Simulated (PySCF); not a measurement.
Cl₂Se, singlet, geometry from GFN2-xTB. Base run: PBE0/STO-3G in PySCF.

Input for PySCF:
```python
from pyscf import gto, scf, dft

mol = gto.Mole()
mol.atom = '''
    Se    0.001365    0.001249    0.686465
    Cl    1.041334    1.259457   -0.690832
    Cl   -1.044063   -1.261955   -0.682097
'''
mol.basis = 'sto-3g'
mol.charge = 0
mol.spin = 0
mol.verbose = 4
mol.symmetry = True
mol.build()

mf = dft.RKS(mol)
mf.xc = 'pbe0'
mf.kernel()
mf.analyze()
```

Variants of this job, named by their change:

| change | ΔE vs base (eV) | point group used | SCF cycles | outcome |
|---|---|---|---|---|
| base | 0.00 | C2v | 6 | converged |
| symmetry_subgroup = Cs | 0.00 | Cs | 6 | converged |
| symmetry = off | 0.00 | C1 | 6 | converged |
| symmetry_subgroup = C2 | 0.00 | C2 | 6 | converged |
| irrep_nelec = A1:30 A2:4 B1:12 B2:22 | 18.06 | C2v | 6 | converged |
| irrep_nelec = A1:30 A2:8 B1:10 B2:20 | - | - | - | input refused |
| irrep_nelec = A1:30 A2:6 B1:14 B2:18 | - | - | - | input refused |
| irrep_nelec = A1:30 A2:6 B1:10 B2:22 | 8.71 | C2v | 7 | converged |

- irrep_nelec = A1:30 A2:8 B1:10 B2:20: ended with `ValueError: More electrons than orbitals for irrep A2 nelec = 4 + 4, norb = 3`
- irrep_nelec = A1:30 A2:6 B1:14 B2:18: ended with `ValueError: More electrons than orbitals for irrep B1 nelec = 7 + 7, norb = 6`
